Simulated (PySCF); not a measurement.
**Assigning NMR signals**

Structure with atom numbers: `[CH3:1][CH2:2][C@H:3]1[CH2:4][Si@:5]([F:6])([O:7][SiH3:8])[CH2:9]1`; H(Xn) means a hydrogen on atom n. Ha(C4), Ha(C9) are cis to C2 on the ring; Hb(C4), Hb(C9) are trans to C2 on the ring.

How the numbers were obtained: coordinates at the GFN2-xTB level, σ from GIAO-PBE0/pcSseg-1, in PySCF (one computed conformer, no relativistic terms, one averaged value for each set of equivalent atoms, isolated molecule).

δ = σ(ref) − σ, references computed at the same level: 13C (σref 186.93), 1H (σref 31.72) against TMS.

(1) Assign these signals to the numbered atoms. 13C{1H} NMR (computed): δ 37.7 (CH2), 36.8 (CH2), 25.9 (CH), 15.3 (CH3).

(2) Assign these signals to the numbered atoms. 1H NMR (300 MHz, computed): δ 5.23 (s, 3H), 2.20 (m, 2H), 1.54 (m, 1H), 1.45 (m, 2H), 1.32 (m, 2H), 0.95 (t, 3H).

Answers

(1) 
```tsv
δ (ppm)	atoms	environment	reason
37.7	C4/C9	sp3 CH2 bonded to Si	–
36.8	C2	sp3 CH2	aliphatic region, no heteroatom directly attached
25.9	C3	sp3 CH in a ring	saturated and bonded to C and H only
15.3	C1	methyl carbon	a saturated carbon with 1 carbon neighbour and no heteroatom attached
```

C4/C9 and C2 lie closer than the usual error of such a calculation, so a measured spectrum could show them in the other order.

(2) 
| δ (ppm) | atoms | environment | reason |
| --- | --- | --- | --- |
| 5.23 | H(Si8) | hydrogen on a silicon bonded to O | – |
| 2.20 | Hb(C4)/Hb(C9) | hydrogen on an sp3 CH2 bonded to Si | – |
| 1.54 | H(C3) | hydrogen on an sp3 CH in a ring | – |
| 1.45 | Ha(C4)/Ha(C9) | hydrogen on an sp3 CH2 bonded to Si | – |
| 1.32 | H(C2) | hydrogen on an sp3 CH2 | far from electronegative atoms and π systems |
| 0.95 | H(C1) | hydrogen on a methyl carbon | far from electronegative atoms and π systems |

H(C3) and Ha(C4)/Ha(C9) lie closer than the usual error of such a calculation, so a measured spectrum could show them in the other order.

Splittings by 19F in the carbon and heteronuclear signals aren't shown, as no couplings were computed. Shifts are as computed. Against solution values, carbons near 30 ppm lie about +3 ppm off and those near 130 ppm about +5 ppm. Of 1309 compounds with measured shifts, 239 miss one by over three times the rms of a fit or turn the order of signals round; such compounds aren't used in these exercises. Multiplicities follow the n + 1 count of equivalent neighbours, as no J values were calculated; m marks all less simple cases, F and P coupling included.
